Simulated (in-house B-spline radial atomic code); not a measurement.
Configurations of Fe III (Fe2+), with energies counted from [Ar] 3d6. All numbers are computed (Dirac-Hartree-Fock, average of configuration; Fermi nucleus of rms radius 3.7377 fm) with an all-electron radial atomic-structure program (B-spline basis), not measured. Energies include first-order Breit, QED and recoil terms.

Occupations are held fixed; configurations that lie above the ionisation limit could autoionise.

```
       configuration  E - E(ref) (eV)  highest orbital  its <r> (bohr)
        [Ar] 3d5 5s1            19.94            5s1/2           5.263
        [Ar] 3d5 4f1           24.032            4f5/2           5.938
        [Ar] 3d5 7p1           27.766            7p3/2           15.22
        [Ar] 3d5 6g1           28.319            6g9/2           14.66
        [Ar] 3d5 7f1           29.209            7f5/2           22.35
[Ne] 3s2 3p5 3d6 4f1           82.196            4f5/2           5.931
[Ne] 3s2 3p5 3d6 7s1           85.421            7s1/2           13.74
[Ne] 3s2 3p5 3d6 6f1           86.466            6f5/2           15.86
[Ne] 3s2 3p5 3d6 6g1           86.487            6g9/2           14.66
```

(1) Order these further configurations by energy, lowest first.
A. [Ne] 3s2 3p5 3d6 5f1
B. [Ar] 3d5 4s1
C. [Ne] 3s2 3p5 3d6 5g1
D. [Ar] 3d5 6f1
E. [Ar] 3d5 5p1

(2) How far above the reference does [Ar] 3d5 7g1 lie?

(3) How far above the reference does [Ar] 3d5 7s1 lie?

(4) How far above the reference does [Ne] 3s2 3p5 3d6 4s1 lie?

## Answers

(1) B (6.1769 eV), E (21.979 eV), D (28.301 eV), A (84.96 eV), C (84.99 eV).

(2) 29.221 eV; its least bound orbital is 7g9/2 with <r> = 21.16 bohr.

(3) 27.26 eV; its least bound orbital is 7s1/2 with <r> = 13.76 bohr.

(4) 64.22 eV; its least bound orbital is 4s1/2 with <r> = 2.472 bohr.
